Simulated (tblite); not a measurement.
Parent: `[CH2:1]=[C:2]([SiH2:3][NH2:4])[C:5]([CH3:6])=[O:7]` with C1–C2–Si3–N4 -7°, C2–Si3–N4–H 171° and -55°, C1–C2–C5–C6 16°, C4H9NOSi.

Structures optimised with GFN2-xTB, isolated species. One conformer each, not checked by frequencies here.

```tsv
coordinate of the parent	value
C1=C2	1.329 Å
C2–Si3	1.897 Å
Si3–N4	1.729 Å
C2–C5	1.469 Å
C5–C6	1.508 Å
C5=O7	1.215 Å
C1–C2–Si3	126.5°
C1–C2–C5	123.7°
Si3–C2–C5	109.6°
C2–Si3–N4	104.8°
C2–C5–C6	119.5°
C2–C5–O7	118.5°
C6–C5–O7	122.0°
```

**Question.** How does the shared frame change in `[CH2:1]=[C:2]([SiH2:3][NH2:4])[C:5](=[O:6])[CH2:7][CH2:8][SiH3:9]` with C1–C2–Si3–N4 13°, C2–Si3–N4–H 53° and -170°, C1–C2–C5–O6 155°, C2–C5–C7–C8 -157°, C5–C7–C8–Si9 -43°, C5H13NOSi2? Atoms pair as C1 = C1, C2 = C2, Si3 = Si3, N4 = N4, C5 = C5, C6 = C7, O7 = O6 (parent first).

**Answer.** 
| parent | relative | value in the relative | change |
| --- | --- | --- | --- |
| C1=C2 | C1=C2 | 1.329 Å | 0.000 |
| C2–Si3 | C2–Si3 | 1.898 Å | +0.001 |
| Si3–N4 | Si3–N4 | 1.727 Å | -0.002 |
| C2–C5 | C2–C5 | 1.462 Å | -0.007 |
| C5–C6 | C5–C7 | 1.501 Å | -0.007 |
| C5=O7 | C5=O6 | 1.220 Å | +0.005 |
| C1–C2–Si3 | C1–C2–Si3 | 126.6° | +0.1 |
| C1–C2–C5 | C1–C2–C5 | 123.4° | -0.3 |
| Si3–C2–C5 | Si3–C2–C5 | 109.5° | -0.1 |
| C2–Si3–N4 | C2–Si3–N4 | 104.4° | -0.4 |
| C2–C5–C6 | C2–C5–C7 | 121.4° | +1.9 |
| C2–C5–O7 | C2–C5–O6 | 118.0° | -0.5 |
| C6–C5–O7 | C7–C5–O6 | 120.6° | -1.4 |

Of the parent's bonds, C2–C5 and C5–C6 change most and about equally (-0.007 Å). Bonds of the relative outside the shared frame: C7–C8 1.522, C8–Si9 1.914 Å. Point group C1 → C1.

**Question.** How does the shared frame change in `[CH2:1]=[CH:2][CH2:3][C:4](=[O:5])[C:6](=[CH2:7])[SiH2:8][NH2:9]` with C1–C2–C3–C4 -129°, C2–C3–C4–O5 -103°, C3–C4–C6–C7 -9°, C4–C6–Si8–N9 -172°, C6–Si8–N9–H 170° and -55°, C6H11NOSi? Atoms pair as C1 = C7, C2 = C6, Si3 = Si8, N4 = N9, C5 = C4, C6 = C3, O7 = O5 (parent first).

**Answer.** 
```json
{"parent": "C1=C2", "relative": "C7=C6", "value in the relative": "1.330 Å", "change": "+0.001"}
{"parent": "C2–Si3", "relative": "C6–Si8", "value in the relative": "1.898 Å", "change": "+0.001"}
{"parent": "Si3–N4", "relative": "Si8–N9", "value in the relative": "1.729 Å", "change": "0.000"}
{"parent": "C2–C5", "relative": "C6–C4", "value in the relative": "1.467 Å", "change": "-0.002"}
{"parent": "C5–C6", "relative": "C4–C3", "value in the relative": "1.519 Å", "change": "+0.011"}
{"parent": "C5=O7", "relative": "C4=O5", "value in the relative": "1.215 Å", "change": "0.000"}
{"parent": "C1–C2–Si3", "relative": "C7–C6–Si8", "value in the relative": "126.9°", "change": "+0.4"}
{"parent": "C1–C2–C5", "relative": "C7–C6–C4", "value in the relative": "123.9°", "change": "+0.2"}
{"parent": "Si3–C2–C5", "relative": "Si8–C6–C4", "value in the relative": "109.2°", "change": "-0.4"}
{"parent": "C2–Si3–N4", "relative": "C6–Si8–N9", "value in the relative": "105.1°", "change": "+0.3"}
{"parent": "C2–C5–C6", "relative": "C6–C4–C3", "value in the relative": "120.3°", "change": "+0.8"}
{"parent": "C2–C5–O7", "relative": "C6–C4–O5", "value in the relative": "118.6°", "change": "+0.1"}
{"parent": "C6–C5–O7", "relative": "C3–C4–O5", "value in the relative": "121.1°", "change": "-0.9"}
```

Of the parent's bonds, C5–C6 changes most (+0.011 Å). Bonds of the relative outside the shared frame: C1=C2 1.320, C2–C3 1.499 Å. Point group C1 → C1.

**Question.** How does the shared frame change in `[CH2:1]=[C:2]([SiH2:3][NH2:4])[C:5](=[O:6])[CH2:7][CH2:8][C:9]#[N:10]` with C1–C2–Si3–N4 177°, C2–Si3–N4–H 43° and -179°, C1–C2–C5–O6 125°, C2–C5–C7–C8 145°, C5–C7–C8–C9 -73°, C6H10N2OSi? Atoms pair as C1 = C1, C2 = C2, Si3 = Si3, N4 = N4, C5 = C5, C6 = C7, O7 = O6 (parent first).

**Answer.** 
| parent | relative | value in the relative | change |
| --- | --- | --- | --- |
| C1=C2 | C1=C2 | 1.327 Å | -0.002 |
| C2–Si3 | C2–Si3 | 1.901 Å | +0.004 |
| Si3–N4 | Si3–N4 | 1.716 Å | -0.013 |
| C2–C5 | C2–C5 | 1.467 Å | -0.002 |
| C5–C6 | C5–C7 | 1.523 Å | +0.015 |
| C5=O7 | C5=O6 | 1.213 Å | -0.002 |
| C1–C2–Si3 | C1–C2–Si3 | 122.4° | -4.1 |
| C1–C2–C5 | C1–C2–C5 | 121.0° | -2.7 |
| Si3–C2–C5 | Si3–C2–C5 | 116.5° | +6.9 |
| C2–Si3–N4 | C2–Si3–N4 | 105.4° | +0.6 |
| C2–C5–C6 | C2–C5–C7 | 115.9° | -3.6 |
| C2–C5–O7 | C2–C5–O6 | 122.7° | +4.2 |
| C6–C5–O7 | C7–C5–O6 | 121.3° | -0.7 |

Of the parent's bonds, C5–C6 changes most (+0.015 Å). Bonds of the relative outside the shared frame: C7–C8 1.534, C8–C9 1.440, C9≡N10 1.143 Å. Point group C1 → C1.

**Question.** How does the shared frame change in `[CH2:1]=[C:2]([SiH2:3][NH2:4])[C:5](=[O:6])[CH2:7][CH3:8]` with C1–C2–Si3–N4 108°, C2–Si3–N4–H 55° and -172°, C1–C2–C5–O6 -170°, C2–C5–C7–C8 177°, C5H11NOSi? Atoms pair as C1 = C1, C2 = C2, Si3 = Si3, N4 = N4, C5 = C5, C6 = C7, O7 = O6 (parent first).

**Answer.** 
| parent | relative | value in the relative | change |
| --- | --- | --- | --- |
| C1=C2 | C1=C2 | 1.329 Å | 0.000 |
| C2–Si3 | C2–Si3 | 1.899 Å | +0.002 |
| Si3–N4 | Si3–N4 | 1.722 Å | -0.007 |
| C2–C5 | C2–C5 | 1.473 Å | +0.004 |
| C5–C6 | C5–C7 | 1.513 Å | +0.005 |
| C5=O7 | C5=O6 | 1.216 Å | +0.001 |
| C1–C2–Si3 | C1–C2–Si3 | 124.5° | -2.0 |
| C1–C2–C5 | C1–C2–C5 | 124.1° | +0.4 |
| Si3–C2–C5 | Si3–C2–C5 | 111.4° | +1.8 |
| C2–Si3–N4 | C2–Si3–N4 | 105.6° | +0.8 |
| C2–C5–C6 | C2–C5–C7 | 119.3° | -0.2 |
| C2–C5–O7 | C2–C5–O6 | 118.7° | +0.2 |
| C6–C5–O7 | C7–C5–O6 | 122.0° | 0.0 |

Of the parent's bonds, Si3–N4 changes most (-0.007 Å). Bonds of the relative outside the shared frame: C7–C8 1.523 Å. Point group C1 → C1.

**Question.** How does the shared frame change in `[CH2:1]=[C:2]([SiH2:3][NH2:4])[C:5](=[O:6])[CH2:7][O:8][SiH3:9]` with C1–C2–Si3–N4 -55°, C2–Si3–N4–H 174° and -50°, C1–C2–C5–O6 -57°, C2–C5–C7–O8 -9°, C5–C7–O8–Si9 -167°, C4H11NO2Si2? Atoms pair as C1 = C1, C2 = C2, Si3 = Si3, N4 = N4, C5 = C5, C6 = C7, O7 = O6 (parent first).

**Answer.** 
| parent | relative | value in the relative | change |
| --- | --- | --- | --- |
| C1=C2 | C1=C2 | 1.326 Å | -0.003 |
| C2–Si3 | C2–Si3 | 1.895 Å | -0.002 |
| Si3–N4 | Si3–N4 | 1.720 Å | -0.009 |
| C2–C5 | C2–C5 | 1.463 Å | -0.006 |
| C5–C6 | C5–C7 | 1.526 Å | +0.018 |
| C5=O7 | C5=O6 | 1.210 Å | -0.005 |
| C1–C2–Si3 | C1–C2–Si3 | 122.3° | -4.2 |
| C1–C2–C5 | C1–C2–C5 | 120.8° | -2.9 |
| Si3–C2–C5 | Si3–C2–C5 | 116.9° | +7.3 |
| C2–Si3–N4 | C2–Si3–N4 | 105.0° | +0.2 |
| C2–C5–C6 | C2–C5–C7 | 114.6° | -4.9 |
| C2–C5–O7 | C2–C5–O6 | 124.9° | +6.4 |
| C6–C5–O7 | C7–C5–O6 | 120.4° | -1.6 |

Of the parent's bonds, C5–C6 changes most (+0.018 Å). Bonds of the relative outside the shared frame: C7–O8 1.393, O8–Si9 1.624 Å. Point group C1 → C1.

These are computed values.
